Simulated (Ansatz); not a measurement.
Cost and result for the atomization energy of `C=C[Si](C)(N)O` (15 atoms, 14 bonds).

Cartesian coordinates in Å:
```
C -1.8660 0.2587 -1.3510
C -1.5309 -0.1616 -0.1342
Si 0.2177 -0.2960 0.4839
C 1.4377 0.0178 -0.8881
N 0.6231 0.7884 1.7599
O 0.2945 -1.8287 1.0930
H -2.8999 0.3436 -1.6749
H -1.1170 0.5359 -2.0882
H -2.3391 -0.4304 0.5468
H 2.4606 -0.1014 -0.5218
H 1.2892 -0.6894 -1.7071
H 1.3443 1.0285 -1.2945
H 0.0402 0.8438 2.5806
H 0.9992 1.6954 1.5341
H 1.0465 -2.0045 1.6613
```

The species carries charge 0 and has multiplicity 1. The geometry is a stationary point of PBE0-D4/def2-TZVP. It is one conformer, not always the lowest. Program: Ansatz. All runs use 2 threads of an AMD EPYC 7R13 on a shared host and a share of an NVIDIA H100 80 GB. Times are those of one run each, without the atoms' runs, and a repeat can differ threefold. Electronic energies, without spin–orbit coupling; frozen cores. CCSD(T)/CBS adds CCSD(T) − MP2 in def2-TZVPP to the MP2 limit, and its time is that of the two runs behind it. T1 = 0.011. B3LYP takes the VWN-RPA correlation (the form of Gaussian; ORCA's B3LYP/G).

CCSD(T)/CBS is a level of theory with its own doubt, some kJ/mol a heavy atom from the limit and from the frozen cores, so smaller differences don't rank the functionals.

```json
{"level": "PBE0-D4/def2-TZVPP", "functions": "323", "wall time": "16 s", "atomization (kcal/mol)": "1418.3", "difference from CCSD(T)/CBS": "-2.0", "per bond": "-0.1"}
{"level": "r2SCAN-D4/def2-TZVPP (with forces)", "functions": "323", "wall time": "17 s", "atomization (kcal/mol)": "1418.4", "difference from CCSD(T)/CBS": "-1.9", "per bond": "-0.1"}
{"level": "ωB97X-V/def2-TZVPP", "functions": "323", "wall time": "17 s", "atomization (kcal/mol)": "1420.4", "difference from CCSD(T)/CBS": "0.1", "per bond": "0.0"}
{"level": "B3LYP-D4/def2-TZVPP (with forces)", "functions": "323", "wall time": "17 s", "atomization (kcal/mol)": "1419.7", "difference from CCSD(T)/CBS": "-0.6", "per bond": "0.0"}
{"level": "ωB97M-V/def2-TZVPP (with forces)", "functions": "323", "wall time": "17 s", "atomization (kcal/mol)": "1423.7", "difference from CCSD(T)/CBS": "3.4", "per bond": "0.2"}
{"level": "PBE-D4/def2-TZVPP (with forces)", "functions": "323", "wall time": "18 s", "atomization (kcal/mol)": "1441.8", "difference from CCSD(T)/CBS": "21.5", "per bond": "1.5"}
{"level": "B2PLYP/def2-TZVPP", "functions": "323", "wall time": "18 s", "atomization (kcal/mol)": "1404.3", "difference from CCSD(T)/CBS": "-16.0", "per bond": "-1.1"}
{"level": "CCSD(T)/def2-TZVPP", "functions": "323", "wall time": "20 s", "atomization (kcal/mol)": "1382.2", "difference from CCSD(T)/CBS": "-38.1", "per bond": "-2.7"}
{"level": "MP2/def2-QZVPP", "functions": "625", "wall time": "22 s", "atomization (kcal/mol)": "1425.3", "difference from CCSD(T)/CBS": "5.0", "per bond": "0.4"}
{"level": "CCSD(T)/CBS(def2)", "functions": "–", "wall time": "42 s", "atomization (kcal/mol)": "1420.3", "difference from CCSD(T)/CBS": "0.0", "per bond": "0.0"}
```

From PBE to PBE0 (25 % exact exchange), in def2-TZVPP and without D4, the atomization energy moves by −22.3 kcal/mol: exact exchange takes away binding that semilocal exchange gives to molecules. The D4 term adds +12.7 kcal/mol with B3LYP and +6.8 kcal/mol with PBE0; it sums over pairs of atoms, weighted by their polarisabilities, and B3LYP, whose exchange is more repulsive, gets the larger term. In def2-TZVPP, CCSD(T) changes the Hartree–Fock value by +347.1 kcal/mol (the triples alone add +19.9 kcal/mol) and MP2 by +367.6 kcal/mol; breaking electron pairs costs correlation energy, which Hartree–Fock lacks.
